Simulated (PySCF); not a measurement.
**Heteronuclear NMR**

Structure with atom numbers: `[F:1][CH:2]([F:3])[O:4][CH2:5][O:6][SiH:7]1[CH2:8][CH2:9][CH2:10]1`. Each H is labelled by its parent atom. Ha(C8), Ha(C9), Ha(C10) are cis to O6 on the ring; Hb(C8), Hb(C9), Hb(C10) are trans to O6 on the ring.

PySCF calculation with NMR shieldings at PBE0/pcSseg-1/GIAO and GFN2-xTB structure; a single conformation, averaged over atoms made equivalent by symmetry, fast rotation or ring inversion, no solvent, no relativistic terms.

(1) Predict the $^{19}$F NMR data.

(2) What are the $^{29}$Si shifts?

(3) Predict the $^{17}$O NMR data.

Answers

(1) 
```
atoms              environment  σ (ppm)  δ (ppm)
F1/F3  fluorine of a CF2 group    281.1    -93.0
```

Shieldings were converted by a linear fit to measured shifts: $^{19}$F: δ = 146.13 − 0.903σ +14.6 on sp3 carbon (rms 6.0 ppm, 223 shifts, 7.0 ppm with the 5 outliers that the fit left out vs CFCl3, solution or neat liquid). A few per cent of atoms miss by over 2 rms, more outside the fitted compound classes.

On a 500 MHz spectrometer $^{19}$F resonates near 470.5 MHz, so 1 ppm is 470.5 Hz.

(2) 
| atoms | environment | σ (ppm) | δ (ppm) |
| --- | --- | --- | --- |
| Si7 | silicon bonded to 2 C, O, H, in a 4-membered ring | 348.6 | -6.6 |

Shieldings were converted by a linear fit to measured shifts: $^{29}$Si: δ = 279.94 − 0.822σ (rms 8.9 ppm, 72 shifts, 25.8 ppm with the 6 outliers that the fit left out vs TMS, solution or neat liquid). A few per cent of atoms miss by over 2 rms, more outside the fitted compound classes.

On a 600 MHz spectrometer $^{29}$Si resonates near 119.2 MHz, so 1 ppm is 119.2 Hz.

(3) 
```json
{"atoms": "O4", "environment": "ether oxygen", "σ (ppm)": "188.6", "δ (ppm)": "94.9"}
{"atoms": "O6", "environment": "oxygen bonded to C, Si", "σ (ppm)": "254.3", "δ (ppm)": "35.0"}
```

Shieldings were converted by a linear fit to measured shifts: $^{17}$O (scatter 10.7 ppm rms, 12.2 ppm with the 3 outliers that the fit left out vs liquid water, solution or neat liquid). A few per cent of atoms miss by over 2 rms, more outside the fitted compound classes.

On a 400 MHz spectrometer $^{17}$O resonates near 54.2 MHz, so 1 ppm is 54.2 Hz.
